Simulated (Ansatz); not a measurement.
System: sum formula H5Si2O3, net charge -1, singlet state. It need not be the lowest isomer of its formula. Whether it binds its extra electron was not tested at this geometry. 
Coordinates optimised at B3LYP-D3(BJ)/def2-TZVP (Ansatz, a program for electronic structure):
```
Si
O 1 1.6803
H 2 0.9608 1 110.07
O 1 1.6819 2 101.32 3 -126.90
H 4 0.9620 1 109.20 2 -154.96
O 1 1.6969 2 100.28 3 -15.15
H 6 0.9628 1 107.70 2 139.24
Si 1 2.3590 2 120.39 3 110.21
H 8 1.5411 1 91.61 2 -103.25
H 8 1.5444 9 93.71 7 71.62
```
Charge -1, spin multiplicity 1.

Parts of the frozen-core correlation energy in cc-pVTZ (Ansatz, hartree). Frozen orbitals: 13; correlated occupied orbitals by spin: 16 and 16; virtual: 199 and 199. No spin-orbit coupling. Non-relativistic.

```json
[
 {"term": "reference (HF)", "value": "-805.62598"},
 {"term": "MP2 opposite-spin", "value": "-0.74372"},
 {"term": "MP2 same-spin", "value": "…"},
 {"term": "CCSD correlation", "value": "…"},
 {"term": "(T)", "value": "…"},
 {"term": "T1 diagnostic", "value": "0.014"},
 {"term": "largest doubles amplitude", "value": "0.037"}
]
```

**Question.** Complete the blanks.

**Answer.** 
- MP2 same-spin, value: -0.24221
- CCSD correlation, value: -1.01661
- (T), value: -0.03871
